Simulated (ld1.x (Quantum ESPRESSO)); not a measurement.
Reading a pseudo-wave (chlorine (Cl))

Columns: radius, all-electron u(r) and pseudo u(r) of the 3s shell (level -20.69 eV) of chlorine in the configuration [Ne] 3s2 3p5; PBE, scalar-relativistic, TM scheme, ld1.x (Quantum ESPRESSO) 7.5.

| r (bohr) | all-electron | pseudo |
| --- | --- | --- |
| 0.078 | 0.1737 | 0.0338 |
| 0.155 | -0.1463 | 0.0686 |
| 0.232 | -0.3755 | 0.1061 |
| 0.310 | -0.4351 | 0.1485 |
| 0.388 | -0.3615 | 0.1969 |
| 0.465 | -0.2126 | 0.2519 |
| 0.542 | -0.0307 | 0.3151 |
| 0.620 | 0.1579 | 0.3878 |
| 0.698 | 0.3333 | 0.4680 |
| 0.775 | 0.4842 | 0.5520 |
| 0.852 | 0.6096 | 0.6362 |
| 0.930 | 0.7105 | 0.7159 |
| 1.008 | 0.7861 | 0.7840 |
| 1.085 | 0.8380 | 0.8353 |
| 1.162 | 0.8700 | 0.8686 |
| 1.240 | 0.8851 | 0.8848 |
| 1.318 | 0.8857 | 0.8857 |
| 1.395 | 0.8749 | 0.8749 |
| 1.472 | 0.8552 | 0.8552 |
| 1.550 | 0.8282 | 0.8282 |
| 1.628 | 0.7961 | 0.7961 |
| 1.705 | 0.7609 | 0.7609 |
| 1.782 | 0.7234 | 0.7234 |
| 1.860 | 0.6842 | 0.6842 |
| 1.938 | 0.6445 | 0.6445 |
| 2.015 | 0.6056 | 0.6056 |

(1) How many radial nodes do the two functions have?

(2) At about which radius was the pseudo-wave matched?

(3) Where does each function peak?

(4) Is the pseudo-wave norm-conserving?

Results:

(1) The all-electron 3s function has n − l − 1 = 2; the pseudo-wave has 0, since the states of the same l below it are removed with the core.

(2) 1.40 bohr. The columns agree to 0.0005 from 1.24 bohr on; several derivatives are matched, so the curves merge somewhat inside the radius.

(3) Outermost all-electron maximum near 1.32 bohr, pseudo maximum near 1.32 bohr (to the table’s step).

(4) Yes: the TM scheme keeps the norm inside the radius equal to the all-electron one, which fixes the energy derivative of the logarithmic derivative at the level.
